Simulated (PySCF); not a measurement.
Isomers of C5H13F3Si2, one GFN2-xTB conformer each. Single-point energies are computed at PBE0/pcSseg-1 (PySCF, gas phase, no added dispersion term), electronic only.

| SMILES | GFN2-xTB relative energy (kJ/mol) |
| --- | --- |
| CCCC([SiH3])([SiH3])C(F)(F)F | 0.0 |
| CCC[Si@@H]([SiH2]C)C(F)(F)F | 100.0 |
| C[SiH2][Si@H](C(C)C)C(F)(F)F | 99.0 |
| CC[C@H]([SiH3])C[SiH2]C(F)(F)F | 63.4 |

Conformers: `[CH3:1][CH2:2][CH2:3][C:4]([SiH3:5])([SiH3:6])[C:7]([F:8])([F:9])[F:10]` with C1–C2–C3–C4 175°, C2–C3–C4–Si5 -51°; `[CH3:1][CH2:2][CH2:3][Si@@H:4]([SiH2:5][CH3:6])[C:7]([F:8])([F:9])[F:10]` with C1–C2–C3–Si4 -178°, C2–C3–Si4–Si5 -179°, C3–Si4–Si5–C6 176°; `[CH3:1][SiH2:2][Si@H:3]([CH:4]([CH3:5])[CH3:6])[C:7]([F:8])([F:9])[F:10]` with C1–Si2–Si3–C4 72°, Si2–Si3–C4–C5 60°; `[CH3:1][CH2:2][C@H:3]([SiH3:4])[CH2:5][SiH2:6][C:7]([F:8])([F:9])[F:10]` with C1–C2–C3–Si4 63°, C2–C3–C5–Si6 -56°, C3–C5–Si6–C7 -51°.

Task: What does PBE0/pcSseg-1 give for the same structures?

Result: 
```
                        SMILES  PBE0/pcSseg-1 E (Eh)  PBE0/pcSseg-1 (kJ/mol)  GFN2-xTB (kJ/mol)  point group
   CCC[Si@@H]([SiH2]C)C(F)(F)F           -1076.06134                     0.0              100.0           C1
  C[SiH2][Si@H](C(C)C)C(F)(F)F           -1076.05871                     6.9               99.0           C1
  CCCC([SiH3])([SiH3])C(F)(F)F           -1076.03938                    57.7                0.0           C1
CC[C@H]([SiH3])C[SiH2]C(F)(F)F           -1076.03470                    70.0               63.4           C1
```

GFN2-xTB puts CCCC([SiH3])([SiH3])C(F)(F)F lowest instead; measured from each level's own lowest isomer, the values differ by up to 100.0 kJ/mol (CCC[Si@@H]([SiH2]C)C(F)(F)F: 100.0 against 0.0). As drawn, the lowest has an Si–Si bond, which the highest lacks. Neighbours under 10 kJ/mol apart (CCC[Si@@H]([SiH2]C)C(F)(F)F and C[SiH2][Si@H](C(C)C)C(F)(F)F) can change places with a better method, another conformer or zero-point energy.

Task: Which frontier levels, dipoles and rotational constants go with these structures?

Result: 
```json
{"SMILES": "CCC[Si@@H]([SiH2]C)C(F)(F)F", "HOMO (eV, PBE0/pcSseg-1)": "-8.30", "LUMO (eV)": "-0.17", "dipole (D)": "2.51", "A, B, C (MHz)": "1165, 600.8, 447.1"}
{"SMILES": "C[SiH2][Si@H](C(C)C)C(F)(F)F", "HOMO (eV, PBE0/pcSseg-1)": "-8.27", "LUMO (eV)": "-0.29", "dipole (D)": "2.66", "A, B, C (MHz)": "916.0, 860.8, 537.7"}
{"SMILES": "CCCC([SiH3])([SiH3])C(F)(F)F", "HOMO (eV, PBE0/pcSseg-1)": "-8.64", "LUMO (eV)": "0.32", "dipole (D)": "2.26", "A, B, C (MHz)": "1079, 744.1, 693.4"}
{"SMILES": "CC[C@H]([SiH3])C[SiH2]C(F)(F)F", "HOMO (eV, PBE0/pcSseg-1)": "-8.08", "LUMO (eV)": "0.29", "dipole (D)": "2.58", "A, B, C (MHz)": "1513, 498.6, 463.9"}
```
